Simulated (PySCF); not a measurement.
**Two-component Hartree-Fock for Re (rhenium, neutral)**

Start: [Xe] 4f14 5d7; 5d3/2 filled at m_j = +1/2, +3/2; 5d5/2 filled at m_j = -3/2, -1/2, +1/2, +3/2, +5/2. Calculated with PySCF 2.14 in x2c-TZVPall-2c (11s11p10d2f, 108 functions): generalised Hartree-Fock with the X2C-1e Hamiltonian and a Gaussian nucleus; spin-orbit coupling (SO) screened by Boettger's factors. This is a chosen level, not necessarily the ground level.

```
spinor shell  electrons  ε, screened SO (eV)  weight of nominal j (screened SO)  rms radius, screened SO (bohr)
       1s1/2          2             -72041.6                              1.000                          0.0204
       2s1/2          2             -12628.1                              1.000                          0.0824
       2p1/2          2             -12061.4                              1.000                          0.0700
       2p3/2          4             -10616.1                              1.000                          0.0775
       3s1/2          2              -2983.4                              1.000                           0.210
       3p1/2          2              -2731.0                              1.000                           0.202
       3p3/2          4              -2411.9                              1.000                           0.217
       3d3/2          4              -1992.8                              1.000                           0.192
       3d5/2          6              -1924.1                              1.000                           0.196
       4s1/2          2              -652.42                              1.000                           0.468
       4p1/2          2              -545.85                              1.000                           0.476
       4p3/2          4              -470.59                              1.000                           0.509
       4d3/2          4              -295.16                              1.000                           0.531
       4d5/2          6              -280.95                              1.000                           0.543
       5s1/2          2              -96.513                              1.000                            1.12
       5p1/2          2              -61.592                              0.978                            1.23
       4f5/2          6              -57.398                              0.994                           0.640
       4f7/2          8              -55.003                              0.998                           0.642
       5p3/2          4              -50.778                              0.993                            1.35
       5d3/2          2               -7.737                              0.914                            2.18
       5d5/2          5               -5.961                              0.936                            2.41
```

```
   quantity   screened SO
E (hartree)  -16700.41150
        M_J           9/2
       ⟨J²⟩        25.125
       ⟨L²⟩        28.231
       ⟨S²⟩         0.957
```

The determinant has a definite M_J but mixes levels of different J.

Each row is a mean over spinors that exchange with the open shell spreads, by up to 2.835 eV (5p1/2).

Breit and QED terms are absent; they matter most for the inner s and p1/2 levels.

Densities and radii are taken from the X2C orbitals without a picture-change correction, which distorts them close to the nucleus.
